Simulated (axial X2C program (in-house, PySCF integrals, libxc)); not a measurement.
# KC⁻: cheaper levels and CCSD(T), two-component

Computed with an in-house relativistic program for diatomic molecules. Two-component (2c) means X2C with spin–orbit coupling and atomic mean-field two-electron Coulomb and Gaunt terms. Basis: K dyall-acv3z [12s13p7d3f], C dyall-av3z [8s7p3d2f] (cores contracted in-house); Gaussian nuclei, density fitting, unrestricted open shells. Masses: K 38.964 u, C 12.000 u.

State: Ω = 1 (⟨Sz⟩ = 1.00, ⟨Lz⟩ = 0.00 at HF); fragments K + C-.

| level | Re (Å) | ωe (cm⁻¹) | De (eV) |
| --- | --- | --- | --- |
| PBE0 | 2.658 | 278.8 | 1.40 |
| HF | 2.715 | 283.1 | 1.43 |
| CCSD | 2.685 | 280.9 | 1.38 |
| PBEsol | 2.636 | 276.9 | 1.42 |

Correlated methods: 14 electrons correlated (number of frozen shells: K 2 s, 1 p; C 1 s), 258 virtual spin orbitals or spinors in MP2, 90 natural virtuals in coupled cluster.

CCSD(T), same Hamiltonian and basis:

Re = 2.682 Å, ωe = 280.8 cm⁻¹, De = 1.34 eV; T1 = 0.010 (Lee–Taylor normalisation).

(1) Give the differences from CCSD(T) in the columns below.

One determinant describes the state; a PBE0 search over occupations chose it and may have missed a lower one. Dissociation energies refer to the lowest single-determinant-based atoms at the same level and basis. Density functionals use the spin component along the axis (collinear). CCSD and (T) use frozen natural virtuals with an MP2 correction for the truncation; (T) itself is uncorrected, so its De runs slightly low. Other states lie close and PBE0, whose exact exchange favours high spin, may order them wrongly; the determinant shown need not be the ground state. The nearest other 2c determinant of the search, Ω = 2, lies 0.03 eV up at the distance of the search. The functionals have no current-density term, which raises determinants with orbital currents, atoms included. With several unpaired electrons one determinant need not be a pure state. Open-shell Ω = 0 determinants with evenly filled partner blocks cannot be reached by this program, so the Ω shown need not be the lowest component. This is the Ω = 1 component of a π² triplet; the 0⁺ component is not one determinant and can lie lowest. The highest occupied level of some functionals is positive through self-interaction error; at Hartree–Fock it is bound. The determinant is spin-polarised beyond a pure state at some levels (its spin-free form has ⟨S²⟩ too high), which makes Re and μ there less reliable. Hartree–Fock gets electron affinities wrong, so its lowest charge split need not be the true one.

Answers

(1) 

| level | ΔRe (Å) | Δωe (cm⁻¹) | ΔDe (eV) |
| --- | --- | --- | --- |
| PBE0 | -0.024 | -2.0 | 0.06 |
| HF | 0.033 | 2.3 | 0.09 |
| CCSD | 0.003 | 0.1 | 0.04 |
| PBEsol | -0.046 | -3.9 | 0.08 |
